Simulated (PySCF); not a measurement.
## NMR parameters from quadrupole coupling constants

Compound: C7H15NSi.
Numbering: `[CH2:1]=[CH:2][CH2:3][C@@H:4]([CH3:5])[N:6]([SiH3:7])[CH:8]=[CH2:9]` (hydrogens: H10, H11 on C1; H12 on C2; H13, H14 on C3; H15 on C4; H16, H17, H18 on C5; H19, H20, H21 on Si7; H22 on C8; H23, H24 on C9)

Geometry (GFN2-xTB, Å), atoms numbered from 1 in this order:
```
atom  x, y, z in Å
C1     2.9961   -0.4608    1.2818
C2     1.7037   -0.5892    1.0493
C3     1.1199   -1.1128   -0.2225
C4     0.2880   -0.0332   -0.9436
C5    -0.2559   -0.5574   -2.2750
N6    -0.7684    0.5018   -0.1009
Si7   -0.7985    2.1705    0.3694
C8    -1.7196   -0.3898    0.3498
C9    -2.6707   -0.1428    1.2424
H10    3.7365   -0.7477    0.5523
H11    3.3724   -0.0724    2.2128
H12    0.9805   -0.2938    1.7978
H13    0.4842   -1.9737    0.0002
H14    1.9155   -1.4403   -0.8940
H15    0.9617    0.8006   -1.1638
H16    0.5671   -0.7857   -2.9475
H17   -0.8463   -1.4602   -2.1397
H18   -0.8848    0.2000   -2.7369
H19   -2.1055    2.7359    0.0287
H20   -0.5321    2.3309    1.8032
H21    0.2604    2.8134   -0.4061
H22   -1.6602   -1.3777   -0.0878
H23   -3.3758   -0.9076    1.5133
H24   -2.7798    0.8117    1.7244
```

Computed at PBE0/pcSseg-1 (PySCF, non-relativistic):

```tsv
atom	environment	nucleus	spin I	Q (b)	CQ = χzz (MHz)	η
N6	silicon-bound nitrogen	14N	1	0.02044	-4.475	0.385
```

Problem. Which field gradients stand behind these couplings (CQ in MHz = 234.96 × Q in b × Vzz in au)?

Solution. Vxx = −Vzz(1 − η)/2 and Vyy = −Vzz(1 + η)/2, in au:

```json
{"atom": "N6", "Vxx (au)": "0.286", "Vyy (au)": "0.645", "Vzz (au)": "-0.932", "Vzz (10²¹ V/m²)": "-9.05"}
```

Problem. At 21.15 T, set νQ = 3|CQ|/[2I(2I − 1)] beside the Larmor frequency (|g| × 7.62259 MHz/T × B; g(14N) = 0.40376), and give PQ = |CQ|√(1 + η²/3).

Solution. 
```csv
atom,PQ (MHz),νQ (MHz),ν0 (MHz),νQ/ν0
N6,4.584,6.712,65.09,0.103
```

For N6: PQ = 4.475 × 1.0244, νQ = 4.475 × 1.5000, ν0 = 3.0777 MHz/T × 21.15 T.

Problem. A static spin 1 shows, to first order, a doublet split by νQ with the field along z of the gradient, and by (3/4)|CQ|(1 + η) and (3/4)|CQ|(1 − η) along y and x. Give the last two for 14N.

Solution. N6: 4.648 and 2.064 MHz.

Problem. Take a correlation time of 4 ps, isotropic tumbling and extreme narrowing. What quadrupolar relaxation rates and linewidths follow?

Solution. 1/T1 = 1/T2 = (3π²/10)(2I + 3)/[I²(2I − 1)] × PQ² × τc; the width is 1/(πT2).

```
     site  spin factor (2I + 3)/[I²(2I − 1)]  1/T1 (s⁻¹)  T1 (ms)  linewidth (Hz)
14N at N6                              5.000        1240    0.804             396
```

Solvent, lattice and vibrations would change these gradients. One conformer (not necessarily the lowest) at the GFN2-xTB geometry, without solvent, vibrations or thermal averaging. GFN2-xTB bond lengths can be off by several hundredths of an ångström, more for odd bonds, and the gradients follow them. With so small a basis the couplings can be 20 % off.

These values come from a run that also computed NMR shieldings. The run took 48 s of wall time on Intel Xeon 6975P-C, one thread, shared host with 192 logical CPUs at a one-minute load of 60, and the process peaked at 1.1 GiB of memory.
